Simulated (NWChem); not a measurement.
Correlation energy of FNa

```xyz
2

Na     0.0000     0.0000    -0.8497
F      0.0000     0.0000     1.0385
```
Charge 0, spin multiplicity 1.

The numbers come from NWChem runs, not from measurements. All single points use one geometry, from PBE0/def2-SVP, a minimum by its harmonic frequencies.

Basis set: cc-pVQZ. Each correlation energy counts from its own Hartree-Fock reference.

The correlated methods keep 2 core orbitals frozen. The structure started from a generated list of species. No row is a measurement; the coupled-cluster row has its own basis-set and correlation limits.

Problem. Order these methods by the correlation energy they give, lowest first: MP2, SCS-MP2, CCSD, CR-CCSD[T].

Solution. CR-CCSD[T] (-323.2 mHa), MP2 (-318.3 mHa), CCSD (-314.0 mHa), SCS-MP2 (-311.7 mHa)
